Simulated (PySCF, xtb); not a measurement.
Cl2H5NSi2, SMILES Cl[SiH2]N[SiH2]Cl. The values are those of a single conformer.

Harmonic wavenumbers (cm⁻¹) from GFN2-xTB (xtb) at its own minimum, in rising order: 26, 45, 80, 139, 270, 339, 499, 502, 514, 520, 571, 589, 659, 720, 745, 789, 807, 983, 1202, 2253, 2272, 2285, 2301, 3465.

### Question
What does PBE0-D3(BJ)/def2-SVP (PySCF) give at its own minimum? (Estimate from the structure and the level; the computed values follow.)

### Answer
29, 31, 150, 206, 260, 429, 527, 546, 569, 608, 711, 766, 847, 884, 920, 933, 941, 960, 1205, 2270, 2273, 2281, 2288, 3615. Paired by order, the mean absolute difference is 75 cm⁻¹ and the zero-point energies are 32.3 and 34.7 kcal/mol.
